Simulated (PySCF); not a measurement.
Compound: C6H6O2S.
Numbering: `[CH3:1][O:2][C:3](=[O:4])[c:5]1[cH:6][cH:7][s:8][cH:9]1` (hydrogens: H10, H11, H12 on C1; H13 on C6; H14 on C7; H15 on C9)

The same species was optimised twice, with GFN2-xTB and with PBE0-D3(BJ)/def2-SVP (PySCF), and the same property calculations (PySCF, gas phase) were run on both structures.

```
     coordinate  GFN2-xTB  PBE0-D3(BJ)/def2-SVP  change
      C6–C7 (Å)     1.353                 1.367  +0.014
      C5–C9 (Å)     1.368                 1.376  +0.008
      C3–C5 (Å)     1.470                 1.476  +0.006
      C5–C6 (Å)     1.423                 1.428  +0.005
      O2–C3 (Å)     1.344                 1.340  -0.004
      C1–O2 (Å)     1.419                 1.415  -0.004
      C7–S8 (Å)     1.724                 1.722  -0.002
      C3=O4 (Å)     1.207                 1.206  -0.001
      S8–C9 (Å)     1.705                 1.705   0.000
   C3–C5–C9 (°)     122.4                 121.1    -1.3
   C7–S8–C9 (°)      91.3                  92.2    +0.9
   C3–C5–C6 (°)     125.4                 126.4    +1.0
   C5–C9–S8 (°)     112.2                 111.6    -0.6
   C6–C7–S8 (°)     112.1                 111.7    -0.4
   C6–C5–C9 (°)     112.2                 112.5    +0.3
   C5–C6–C7 (°)     112.3                 112.1    -0.2
   O2–C3–C5 (°)     111.8                 111.8     0.0
C1–O2–C3–O4 (°)         0                     0       0
O2–C3–C5–C6 (°)         0                     1      +1
```

Rotational constants: A = 4194, B = 797.3, C = 672.8 MHz (GFN2-xTB) against A = 4168, B = 795.6, C = 670.9 MHz (PBE0-D3(BJ)/def2-SVP). Atoms that the bonding makes alike are paired by their places after alignment.

On the GFN2-xTB structure: HOMO (eV) -7.28 [PBE0/pcSseg-1]; LUMO (eV) -1.23 [PBE0/pcSseg-1]; dipole (D) 2.01 [PBE0/pcSseg-1]; GIAO shielding of C1 (ppm) 133.1 [PBE0/pcSseg-1]; GIAO shielding of O2 (ppm) 152.2 [PBE0/pcSseg-1]; GIAO shielding of C3 (ppm) 17.7 [PBE0/pcSseg-1]; GIAO shielding of O4 (ppm) -78.2 [PBE0/pcSseg-1]; GIAO shielding of C5 (ppm) 48.5 [PBE0/pcSseg-1]; GIAO shielding of C6 (ppm) 53.7 [PBE0/pcSseg-1]; GIAO shielding of C7 (ppm) 53.5 [PBE0/pcSseg-1]; GIAO shielding of S8 (ppm) 265.8 [PBE0/pcSseg-1].

Question: What do these properties become on the PBE0-D3(BJ)/def2-SVP structure?

Answer: 
```csv
property,level,on GFN2-xTB,on PBE0-D3(BJ)/def2-SVP,change
HOMO (eV),PBE0/pcSseg-1,-7.28,-7.26,+0.02
LUMO (eV),PBE0/pcSseg-1,-1.23,-1.22,+0.01
dipole (D),PBE0/pcSseg-1,2.01,2.00,-0.01
"energy, GFN2-xTB geometry as zero (kcal/mol)",PBE0/pcSseg-1,0.0,-0.1,-0.1
GIAO shielding of C1 (ppm),PBE0/pcSseg-1,133.1,132.5,-0.6
GIAO shielding of O2 (ppm),PBE0/pcSseg-1,152.2,153.5,+1.3
GIAO shielding of C3 (ppm),PBE0/pcSseg-1,17.7,18.3,+0.6
GIAO shielding of O4 (ppm),PBE0/pcSseg-1,-78.2,-73.7,+4.5
GIAO shielding of C5 (ppm),PBE0/pcSseg-1,48.5,46.5,-2.0
GIAO shielding of C6 (ppm),PBE0/pcSseg-1,53.7,51.4,-2.3
GIAO shielding of C7 (ppm),PBE0/pcSseg-1,53.5,51.6,-1.9
GIAO shielding of S8 (ppm),PBE0/pcSseg-1,265.8,262.5,-3.3
```

The heavy atoms differ by 0.015 Å rms after alignment. Among bonds between heavy atoms C6–C7 changes most (+0.014 Å). Changes are differences of the printed values. Neither structure is proved a minimum here.

Conformer computed: `[CH3:1][O:2][C:3](=[O:4])[c:5]1[cH:6][cH:7][s:8][cH:9]1`: C1–O2–C3–O4 0°, O2–C3–C5–C6 1°.
